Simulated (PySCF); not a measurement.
# PBE0 on Kr (krypton, neutral)

Configuration: [Kr], closed-shell 1S. Computed with PySCF 2.14 in cc-pVDZ-DK (5s4p2d, 27 functions), with the spin-free X2C one-electron Hamiltonian (Gaussian nucleus).

```
Total energy                        : -2789.606 hartree
One-electron energy                 : -3876.197 hartree
Hartree (Coulomb) energy            : 1183.653 hartree
Exchange-correlation energy         : -97.062 hartree
⟨S²⟩                                : 0.0000
⟨L²⟩                                : 0.000
Sum of ⟨r⟩                          : 25.98 bohr
Sum of ⟨r²⟩                         : 38.41 bohr²
Langevin diamagnetic susceptibility : -30.4 ×10⁻⁶ cm³/mol
Time after the integrals            : 0.51 s of wall time on 1 thread of Neoverse-N1 (shared host)
```

```json
{"shell": "1s", "electrons": "2", "mean orbital energy (eV)": "-14206.5", "rms radius, mean of both spins (bohr)": "0.0478"}
{"shell": "2s", "electrons": "2", "mean orbital energy (eV)": "-1887.8", "rms radius, mean of both spins (bohr)": "0.199"}
{"shell": "2p", "electrons": "6", "mean orbital energy (eV)": "-1668.2", "rms radius, mean of both spins (bohr)": "0.177"}
{"shell": "3s", "electrons": "2", "mean orbital energy (eV)": "-274.38", "rms radius, mean of both spins (bohr)": "0.567"}
{"shell": "3p", "electrons": "6", "mean orbital energy (eV)": "-203.78", "rms radius, mean of both spins (bohr)": "0.583"}
{"shell": "3d", "electrons": "10", "mean orbital energy (eV)": "-86.656", "rms radius, mean of both spins (bohr)": "0.616"}
{"shell": "4s", "electrons": "2", "mean orbital energy (eV)": "-25.454", "rms radius, mean of both spins (bohr)": "1.69"}
{"shell": "4p", "electrons": "6", "mean orbital energy (eV)": "-10.566", "rms radius, mean of both spins (bohr)": "2.08"}
```

Densities and radii are taken from the X2C orbitals without a picture-change correction, which distorts them close to the nucleus.
